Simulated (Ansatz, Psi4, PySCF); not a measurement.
C6H11 (SMILES [CH]1CCCCC1), doublet, at a GFN2-xTB geometry. Base run: MP2/6-31G** in PySCF.

The PySCF input:
```python
from pyscf import gto, scf, mp

mol = gto.Mole()
mol.atom = '''
    C     0.19478157   -1.25324961    0.66510359
    C     1.29355223   -0.65266075   -0.11539714
    C     1.20459504    0.89197226   -0.14572493
    C    -0.24522720    1.38706484   -0.06610315
    C    -1.22077647    0.33666712   -0.59021356
    C    -1.19894589   -0.87088281    0.34556464
    H     0.38770307   -1.97963011    1.43349995
    H     2.26421590   -0.96103143    0.27476890
    H     1.23693489   -1.00504949   -1.15640594
    H     1.76993495    1.29982118    0.69345874
    H     1.67390457    1.25243034   -1.06302263
    H    -0.35038401    2.31576577   -0.62985473
    H    -0.50361772    1.60067580    0.97347952
    H    -2.22943140    0.75097965   -0.64284780
    H    -0.92966226    0.03724000   -1.59851942
    H    -1.74394039   -1.71069273   -0.11367362
    H    -1.74353349   -0.63397547    1.26974055
'''
mol.basis = '6-31g**'
mol.spin = 1
mol.verbose = 4
mol.build()

mf = scf.UHF(mol)
mf.kernel()

pt = mp.MP2(mf)
pt.kernel()
print('E(MP2) = %.10f' % pt.e_tot)
```

The same geometry, method and basis name were run in Ansatz (a program for electronic structure) and Psi4 and PySCF, at each program's defaults and at the settings that a row names. The base is PySCF at its defaults. Differences at the defaults can come from grids, fitting, cores and function types together.

```
code and settings                                                                                     ΔE vs base (mEh)  basis functions      E (Eh)  SCF cycles
----------------------------------------------------------------------------------------------------  ----------------  ---------------  ----------  ----------
PySCF, defaults (exact integrals, spherical functions, all electrons correlated)                                 0.000              139  -234.42613          13
Psi4, defaults (density fitting with its default set, Cartesian functions, all electrons correlated)           -21.342              145  -234.44747          15
Ansatz, defaults (factorised integrals, Cartesian functions, frozen core)                                        8.834              145  -234.41730           -
PySCF, frozen core                                                                                              16.630              139  -234.40950          13
Psi4, exact integrals, spherical functions, frozen core                                                         16.630              139  -234.40950          15
Ansatz, high accuracy, frozen core, Cartesian functions as the basis file defines them                           8.827              145  -234.41730           -
```

Open shells are given as the SCF converged; they aren't shown to be the lowest states, and a large step between rows can be another state.
